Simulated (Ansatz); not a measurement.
The cluster Ba2Se. The state is a singlet with charge 0. Geometry PBE-D4/def2-TZVP; atoms count from 1.

| atom | x (Å) | y (Å) | z (Å) |
| --- | --- | --- | --- |
| Ba1 | -1.057 | -1.501 | 1.069 |
| Ba2 | 1.929 | 0.478 | -0.750 |
| Se3 | -0.872 | 1.023 | -0.318 |

In the def2 sets Ba takes a core potential; there is no spin–orbit coupling. The structure comes from a short search, and lower isomers may exist.

Question: Estimate the Mulliken populations from the PBE0/def2-TZVP orbitals of Ansatz.

Answer: 
```
atom  charge (e)
 Ba1        0.48
 Ba2        0.48
 Se3       -0.96
```
Mulliken values and Mayer orders depend strongly on the basis.

Question: And the Mayer bond orders between bonded heavy atoms (over 0.3)?

Answer: Ba1–Ba2 1.08 (4.02 Å); Ba1–Se3 0.86 (2.89 Å); Ba2–Se3 0.86 (2.89 Å).
